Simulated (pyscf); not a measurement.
# Ring closure: H₂C=CH–CH₂⁻ (SMILES C=C[CH2-]) → C₃H₅- (SMILES [CH-]1CC1)

Gas phase, singlet surface, charge -1. Bonds broken: none. Bonds formed: C1–C3. Optimised with ωB97X-D3(BJ)/def2-SVPD in PySCF. Correlated levels are frozen-core, on RHF or UHF. ΔMP2 is the change of the MP2 total energy from the triple- to the quadruple-zeta basis.

Transition state (Å):

```xyz
8

C     -1.4585     0.0250     0.3813
C     -0.3224     0.7811    -0.0025
C     -0.1697    -0.1936    -1.0687
H     -2.5230     0.3752     0.3304
H     -1.3580    -0.9379     0.8999
H     -0.2571     1.8787    -0.0442
H      0.7545    -0.7920    -1.2485
H     -0.9196    -0.3363    -1.8690
```

One imaginary mode, 854i cm⁻¹; descent along it reached the two sides named.

| bond | change | reactant side (Å) | saddle | product side |
|---|---|---|---|---|
| C1–C3 | forms | 2.554 | 1.952 | 1.510 |

Electronic energies relative to the reactant's lowest minimum found (kcal/mol):

```json
[
 {"level": "ωB97X-D3(BJ)/def2-TZVPD", "barrier": "62.1", "reaction energy": "+27.7", "reverse barrier": "34.4"},
 {"level": "PBE/def2-TZVPD", "barrier": "55.7", "reaction energy": "+30.2", "reverse barrier": "25.5"},
 {"level": "r²SCAN/def2-TZVPD", "barrier": "60.1", "reaction energy": "+30.8", "reverse barrier": "29.3"},
 {"level": "B3LYP-D3(BJ)/def2-TZVPD", "barrier": "61.3", "reaction energy": "+33.9", "reverse barrier": "27.4"},
 {"level": "PBE0-D3(BJ)/def2-TZVPD", "barrier": "59.6", "reaction energy": "+28.9", "reverse barrier": "30.7"},
 {"level": "M06-2X/def2-TZVPD", "barrier": "60.4", "reaction energy": "+27.9", "reverse barrier": "32.5"},
 {"level": "ωB97M-D3(BJ)/def2-TZVPD", "barrier": "61.0", "reaction energy": "+29.5", "reverse barrier": "31.5"},
 {"level": "HF/def2-TZVPD", "barrier": "73.5", "reaction energy": "+32.2", "reverse barrier": "41.3"},
 {"level": "MP2/def2-QZVPPD", "barrier": "57.7", "reaction energy": "+28.5", "reverse barrier": "29.2"},
 {"level": "CCSD/def2-TZVPPD", "barrier": "61.6", "reaction energy": "+28.5", "reverse barrier": "33.1"},
 {"level": "CCSD(T)/def2-TZVPPD", "barrier": "58.9", "reaction energy": "+28.9", "reverse barrier": "30.0"},
 {"level": "CCSD(T)/def2-TZVPPD + ΔMP2(QZVPPD)", "barrier": "59.2", "reaction energy": "+29.3", "reverse barrier": "29.9"}
]
```

With CCSD(T)/def2-TZVPPD + ΔMP2(QZVPPD) energies and thermal terms (ideal gas, 1 atm, RRHO with modes under 100 cm⁻¹ raised to 100, one conformer, R ln 2 for rigid chiral ones), in kcal/mol:

| T (K) | ΔH‡ | ΔG‡ | ΔH | ΔG |
|---|---|---|---|---|
| 298 | 57.6 | 57.5 | +30.1 | +30.7 |
| 600 | 56.9 | 57.7 | +29.3 | +31.6 |
| 900 | 56.4 | 58.3 | +29.1 | +32.8 |
| 1200 | 55.9 | 59.0 | +29.0 | +34.1 |

One saddle was located; it need not be the lowest between these sides. The CCSD(T) − MP2 part came from Ansatz, without density fitting, on the same reference.
